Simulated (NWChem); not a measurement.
System: CH₅F₂NSi; SMILES NC[SiH](F)F

```xyz
10

N      0.0822     2.2677     0.0085
C     -0.7563     1.1126    -0.3039
Si    -0.0236    -0.4875     0.3147
F      1.4585    -0.6194    -0.3291
F     -0.8604    -1.7855    -0.1681
H      0.1745     2.4004     1.0138
H      1.0232     2.1451    -0.3610
H     -0.9100     1.0524    -1.3957
H     -1.7658     1.2651     0.1152
H      0.1326    -0.5510     1.7896
```
Atoms are numbered in this order, from 1.

Computed with NWChem. Pople sets run with spherical d functions. Coordinates come from a PBE0/def2-SVP optimisation. Atomic charges in e: unrestrained fits to the electrostatic potential beside Mulliken populations; buried atoms are poorly determined by the fit.

For level Hartree-Fock/6-31G*:

| Item | Value |
|---|---|
| ESP N1 | -0.89 |
| Mulliken N1 | -0.86 |
| Mulliken C2 | -0.43 |
| ESP Si3 | 0.90 |
| Mulliken Si3 | 1.43 |
| Mulliken F4 | -0.54 |
| Mulliken F5 | -0.53 |

Question: How do the values read with level B3LYP/def2-SVP instead?

Answer: 
- ESP N1: -0.74
- Mulliken N1: -0.23
- Mulliken C2: -0.13
- ESP Si3: 0.78
- Mulliken Si3: 0.88
- Mulliken F4: -0.34
- Mulliken F5: -0.33
